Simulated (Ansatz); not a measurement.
## Energy profile

The step: GaSiH₅O ([OH][GaH][SiH3]) → GaHO ([O][GaH]) + SiH₄; bonds formed: Si2–H4; bonds broken: Ga1–Si2, O3–H4 (atoms numbered as in the saddle structure below).

```xyz
8
angstrom
Ga -1.4855 0.9266 0.0836
Si 0.9702 -0.5729 0.0096
O -1.7263 0.2353 -1.4457
H -0.4664 -0.2573 -0.9637
H -1.5756 1.6996 1.4059
H 2.1771 -0.1672 -0.7599
H 1.0457 -2.0202 0.3459
H 1.0610 0.1560 1.3242
```

Electronic energies by CCSD(T) at an estimated basis limit (MP2 extrapolated from triple and quadruple zeta, plus CCSD(T) − MP2 in triple zeta), on PBE0-D4/def2-TZVP structures; GaSiH₅O, closed shell; no counterpoise correction. Ansatz 0.2.0; basis: def2-TZVPP and def2-QZVPP; cores frozen in the correlated methods. Filled d shells of the heavier atoms are correlated. The def2 sets are not built for correlating such inner shells, so the correlated values are less sure here. Extrapolation: Hartree–Fock as exp(−7.88 √X), correlation as X^−2.97.

**Question.** Give the profile in kJ/mol, counted from the start structure. (Judge from chemistry; the value comes from the calculation.)

**Answer.** By the calculation:
```json
{"point": "start structure", "kJ/mol": "0.0"}
{"point": "saddle", "kJ/mol": "311.1"}
{"point": "end structure", "kJ/mol": "193.0"}
{"point": "separated: GaHO (linked as [O][GaH]; Ga1, O3, H5; singlet) + SiH₄ (Si2, H4, H6, H7, H8; singlet)", "kJ/mol": "206.6"}
```

T1 diagnostic: at most 0.028. The T1 diagnostic is large here, which may signal multireference character or strong orbital relaxation, so CCSD(T) is less sure.

For scale, one of the runs: CCSD(T)/def2-TZVPP, 191 basis functions, launched by `ansatz run in.yaml --threads 4 --pin off --events-out ev --progress --plain --max-ram 9574MiB`. The run took 55 s on 4 CPU threads of an Intel Xeon (shared host), with 2 GiB of host memory at its peak.
